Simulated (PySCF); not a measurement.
Correlation energy of Hf⁶⁵⁺ (hafnium, charge +65)

Starting occupation: [He] 2s2 2p3, 2p1/2 with m_j = -1/2, +1/2, 2p3/2 with m_j = +3/2. Computed with PySCF 2.14 in an even-tempered Gaussian basis (17 s from 49 bohr⁻², ratio 2.4; 13 p from 64 bohr⁻², ratio 2.4; 5 d from 210 bohr⁻², ratio 2.6; 4 f from 320 bohr⁻², ratio 2.6), with X2C-1e with screened-nucleus spin-orbit coupling, Gaussian nucleus. Frozen: nothing; 7 electrons correlated; the 30 highest virtual spinors left out.

MP2 pair energies summed by pair of shells (mhartree):

| pair | energy | share (%) |
| --- | --- | --- |
| 1s1/2-1s1/2 | -57.74 | 18.3 |
| 2s1/2-2s1/2 | -53.10 | 16.8 |
| 2p1/2-2s1/2 | -51.86 | 16.4 |
| 2p1/2-2p1/2 | -39.55 | 12.5 |
| 2p3/2-2s1/2 | -33.00 | 10.5 |
| 2p1/2-2p3/2 | -29.06 | 9.2 |
| 1s1/2-2p1/2 | -22.64 | 7.2 |
| 1s1/2-2s1/2 | -19.58 | 6.2 |
| 1s1/2-2p3/2 | -8.88 | 2.8 |

Total MP2 correlation energy: -315.40 mhartree.

At this charge the one-electron X2C treatment keeps the bare 1/r₁₂, with no two-electron picture change or Breit term. That inflates the 1s pair energies well beyond their four-component values.
